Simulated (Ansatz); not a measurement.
The same molecule with X = F, Cl, Br. Ansatz, PBE0-D4/def2-TZVP geometries, multiplicity 1. Each molecule was computed in one conformer, which needn't be the lowest.

Scalar relativity is left out up to krypton. Spin–orbit coupling is left out; it splits and shifts lone-pair levels of the heavy atoms by tenths of an eV.

| X | molecule | mean X–B bond length / Å | size of the dipole moment (B3LYP/def2-TZVPP) / D | HOMO energy (PBE/def2-TZVPP) / eV | HOMO energy (B3LYP/def2-TZVPP) / eV |
| --- | --- | --- | --- | --- | --- |
| F | `NB(F)O[SiH3]` | 1.338 | 2.59 | -6.69 | -7.93 |
| Br | `NB(Br)O[SiH3]` | 1.958 | 1.96 | -6.66 | -7.75 |

Question: Give the row for X = Cl, `NB(Cl)O[SiH3]`. (Estimate.)

Answer: Computed: 
```
 X         molecule  mean X–B bond length / Å  size of the dipole moment (B3LYP/def2-TZVPP) / D  HOMO energy (PBE/def2-TZVPP) / eV  HOMO energy (B3LYP/def2-TZVPP) / eV
Cl  `NB(Cl)O[SiH3]`                     1.779                                              2.87                              -6.76                                -7.94
```

From F to Br the mean X–B bond length rises at each step, by 0.620 Å in all; the HOMO energy (PBE/def2-TZVPP) isn't monotonic: highest at Br, lowest at Cl; the HOMO energy (B3LYP/def2-TZVPP) isn't monotonic: highest at Br, lowest at Cl. Bonds lengthen as the atom grows down the group. Dipoles are sizes alone, and their direction can turn along the series.

B3LYP here is the variant with VWN-RPA as its local correlation; programs differ in this.
